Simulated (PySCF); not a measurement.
A ladder of Hamiltonians for In⁴³⁺ (indium, charge +43)

Occupied: 1s1/2, 2s1/2, 2p1/2. Hartree-Fock calculated with PySCF 2.14 in an even-tempered Gaussian basis (16 s from 7.1 bohr⁻², ratio 2.7; 12 p from 8.5 bohr⁻², ratio 2.7), Gaussian nucleus throughout. NR is non-relativistic, sf-X2C the spin-free one-electron X2C Hamiltonian, X2C adds the bare one-electron spin-orbit term, X2C-SNSO screens it by Boettger's factors, DC is four-component Dirac-Coulomb, and the Gaunt and Breit terms are added at first order (total energies over the DC spinors, levels after relaxing the spinors in that mean field). QED terms are absent. Levels marked empty are virtual spinors of this ion.

```
Hamiltonian  E (hartree)  E − E(DC) (hartree)  CPU seconds
        X2C   -3567.0818               0.5501         0.17
   X2C-SNSO   -3566.5383               1.0936         0.17
         DC   -3567.6319               0.0000          5.7
   DC+Gaunt   -3564.8885               2.7434           12
   DC+Breit   -3565.0309               2.6010           32
```

```csv
level (eV),X2C,X2C-SNSO,DC,DC+Gaunt,DC+Breit
1s1/2,-31717.6,-31718.4,-31735.9,-31680.7,-31682.4
2s1/2,-7360.3,-7360.6,-7362.7,-7357.4,-7357.8
2p1/2,-7221.8,-7214.5,-7216.2,-7205.0,-7206.4
2p3/2 (empty),-6763.8,-6767.1,-6767.3,-6761.7,-6763.1
3s1/2 (empty),-3044.9,-3045.0,-3045.5,-3044.0,-3044.2
```

Weight of the small component: 1s1/2 0.0325, 2s1/2 0.00751, 2p1/2 0.00747, 2p3/2 0.00710, 3s1/2 0.00307.

Koopmans' value for the highest occupied level at DC+Breit: 7206.4 eV, against an ionisation energy of 7196 ± 8 eV (semi-empirical (NIST evaluation); NIST Atomic Spectra Database, ionization energies); the former lacks relaxation, correlation, QED and recoil.

The whole ladder took 51 s of wall time on 1 thread of Neoverse-V1 (shared host), launched as `OMP_NUM_THREADS=1 python relrun2.py TASK.json OUT` (a driver that calls PySCF for each Hamiltonian).
